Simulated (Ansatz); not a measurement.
Geometry optimisation, Ansatz 0.2.0, RKS B3LYP/def2-SVP.

Input file:

```yaml
crystal:
  periodic: [false, false, false]
  atoms:
    - { symbol: B, position_ang: [-0.412, 1.0809, -1.2022] }
    - { symbol: C, position_ang: [0.4117, 0.1564, -0.3084] }
    - { symbol: F, position_ang: [1.7023, 0.2151, -0.728] }
    - { symbol: Si, position_ang: [0.3731, 0.7071, 1.4749] }
    - { symbol: Si, position_ang: [-0.2063, -1.6015, -0.4915] }
    - { symbol: H, position_ang: [-1.6241, 1.2424, -1.0312] }
    - { symbol: H, position_ang: [0.0729, 1.7532, -2.0752] }
    - { symbol: H, position_ang: [1.1535, -0.1808, 2.3066] }
    - { symbol: H, position_ang: [-1.0976, 0.6538, 1.9656] }
    - { symbol: H, position_ang: [0.7993, 2.0749, 1.6349] }
    - { symbol: H, position_ang: [-0.1197, -2.0201, -1.8567] }
    - { symbol: H, position_ang: [-1.5921, -1.6566, -0.0212] }
    - { symbol: H, position_ang: [0.5592, -2.4596, 0.3473] }
basis:
  gaussian: { orbitals: def2-SVP }
hamiltonian:
  xc: b3lyp
relax:
  f_tol: 0.015
  max_steps: 40
```

Run as:

```bash
$ ansatz run input.yaml --threads 2 --pin off --max-ram 3072MiB --backend cpu --events-out ev --progress --plain --runs-dir out
```

**Question.** Where does it end, and by what steps?

**Answer.** It converged. After 5 steps the energy has fallen by 0.399 eV; F3 moved furthest, 0.14 Å.

```csv
step,energy less start (eV),largest force component (eV/Å),accepted
0,0.0000,2.858,yes
1,-0.3456,0.725,yes
2,-0.3561,1.057,yes
3,-0.3889,0.399,yes
4,-0.3987,0.049,yes
5,-0.3994,0.010,yes
```

```xyz
13
Properties=species:S:1:pos:R:3
B -0.432 1.122 -1.203
C 0.388 0.180 -0.319
F 1.775 0.136 -0.646
Si 0.314 0.758 1.516
Si -0.241 -1.630 -0.514
H -1.616 1.221 -0.996
H 0.084 1.754 -2.089
H 1.183 -0.139 2.326
H -1.088 0.694 2.014
H 0.824 2.154 1.616
H -0.148 -2.034 -1.944
H -1.653 -1.731 -0.050
H 0.628 -2.520 0.304
```

Whether the end is a true minimum wasn't checked by a vibrational analysis.

The run took 19 s on 2 threads of INTEL(R) XEON(R) PLATINUM 8581C CPU @ 2.10GHz (Emerald Rapids), on a shared host, peak memory 0.3 GiB.
